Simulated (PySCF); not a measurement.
C6H4N2, SMILES N#Cc1ccncc1.

The structure is a stationary point at TPSSh-D3(BJ)/def2-SVP.

These are r2SCAN/def2-TZVP (PySCF) values and carry that method's errors.

Isolated molecule, no solvent.

Computed frontier levels, gap, dipole moment:
```
Property                                                                                                        Result
---------------------------------------------------------------------------------------------  -----------------------
highest occupied level                                                                                        -6.91 eV
lowest empty level                                                                                            -3.04 eV
orbital gap                                                                                                    3.87 eV
dipole moment                                                                                                   2.15 D
quadrupole, principal values (traceless, Buckingham form, about the centre of nuclear charge)  -21.45, 3.22, 18.22 D·Å
```
